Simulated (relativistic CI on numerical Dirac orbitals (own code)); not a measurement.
**The 5d ions of charge 1+**

Computed by Dirac-Coulomb-Breit CI, separate exchange-only KLI orbitals for each configuration, model QED, valence Slater integrals scaled by 0.75 (own radial code, finite nucleus).

Each species is treated in one configuration, given outside its closed core, with all valence electrons in the open shell. Radial values are for the open shell of highest l, unscaled and averaged over j; ζ includes the Breit term. Labels give the leading LS character, summed over repeated terms.

```tsv
Ion	Configuration	Its lowest level	LS weight (%)	ζ (cm⁻¹)	⟨r⟩ (bohr)	⟨r²⟩ (bohr²)	g_J	g√(J(J+1))
Lu+	5d²	³F2	98	517.6	2.627	8.43	0.672	1.65
Hf+	5d³	⁴F3/2	97	891.1	2.377	6.848	0.412	0.80
Ta+	5d⁴	⁵D0	89	1292	2.186	5.761		0.00
W+	5d⁵	⁶S5/2	95	1725	2.035	4.97	1.979	5.86
Re+	5d⁶	⁵D4	90	2192	1.911	4.367	1.473	6.59
Os+	5d⁷	⁴F9/2	88	2696	1.805	3.889	1.306	6.50
Ir+	5d⁸	³F4	97	3238	1.715	3.501	1.242	5.55
Pt+	5d⁹	²D5/2	100	3821	1.636	3.179	1.200	3.55
```

NIST ASD lists another ground level for Lu+ (1S0), Hf+ (2D3/2), Ta+ (5F1), W+ (6D1/2), Re+ (7S3), Os+ (6D9/2), Ir+ (5F5).

At low charge ζ of a weakly bound d or f electron comes out too small.
